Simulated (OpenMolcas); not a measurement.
# Te4+: effect of the active space

```yaml
Program: OpenMolcas
Method: CASSCF or its RAS form
Basis: ANO-RCC-VTZP
Scalar_Hamiltonian: DKH2, point nucleus
Spin-orbit_coupling: RASSI with atomic mean-field integrals over the reference wave functions, term energies averaged over their components
```

A. 2 electrons in 4 orbitals (5s 5p); 2S+1 = 3 even, 3 roots; 2S+1 = 1 even, 7 roots; 2S+1 = 3 odd, 3 roots; 2S+1 = 1 odd, 3 roots; cost roughly 8 core-seconds
B. 2 electrons in 8 orbitals (5s 5p 6s 6p); 2S+1 = 3 even, 3 roots; 2S+1 = 1 even, 7 roots; 2S+1 = 3 odd, 3 roots; 2S+1 = 1 odd, 3 roots; cost of the order of 20 core-seconds
C. 2 electrons in 9 orbitals (RAS2 5s 5p; RAS3 5d, at most 2 electrons); 2S+1 = 3 even, 3 roots; 2S+1 = 1 even, 7 roots; 2S+1 = 3 odd, 3 roots; 2S+1 = 1 odd, 3 roots; cost about 21 core-seconds

Energies in eV above 5s2 1S0, the measured ground level; measured values from Moore, Atomic Energy Levels, vol. III, NSRDS-NBS 35 (1971 reprint of NBS Circular 467, 1958).

```
      Level        A        B        C  Measured
    5s2 1S0   0.0000   0.0000   0.0000    0.0000
5s 5p 3P* 0   8.7006   8.7897   8.6054          
5s 5p 3P* 1   9.0598   9.1483   8.9560          
5s 5p 3P* 2   9.9279  10.0169   9.8297          
5s 5p 1P* 1  14.7452  14.8063  13.9937   13.8499
    5p2 3P0  21.5317  21.6232  21.3930   21.8520
    5p2 3P1  22.1476  22.2320  22.0295   22.6171
    5p2 3P2  22.6962  22.7779  23.0320          
    5p2 1D2  24.2249  24.2995  21.7275   22.6639
```

Deviations, from unrounded energies. A percentage is the sum of absolute deviations over the sum of measured energies, with the sign that they share, or ± where signs differ.

```csv
Against measurement,Levels,A,B,C
mean absolute deviation (cm-1),4,6500,6500,4300
other configurations (%),4,±4.0,±4.0,±2.6
```

C lies closest to measurement on these levels and A furthest from it. The largest miss of C in the table is 5p2 1D2, by -7600 cm-1. The ranking rests on the paired levels alone, and a cruder setting can come out closer through cancelling errors.

Among A to C the level of the table that moves most is 5p2 1D2, by 21000 cm-1 (lowest in C, highest in B).

The ¹D term of p² mixes with s d, which this space lacks (holds for A; B). Active for correlation alone: 6p 6s; no level in the range computed is led by a configuration that fills them, so any true level of that kind is missing (holds for B). Active for correlation alone: 5d; no level in the range computed is led by a configuration that fills it, so any true level of that kind is missing (holds for C). Some terms mix strongly with configurations of 5d, whose occupation reaches 0.24 (5p2 1D) (holds for C). Measured partners are found by configuration, term and J. A level has none where our copy of the source lacks it or the pairing is in doubt (some pairs that miss far off the trend of their configuration count as doubtful), and it then counts in no deviation. Levels of configurations outside the active space are missing. The table leaves out levels that lie high or whose names do not pair safely across all columns.

* marks odd parity.
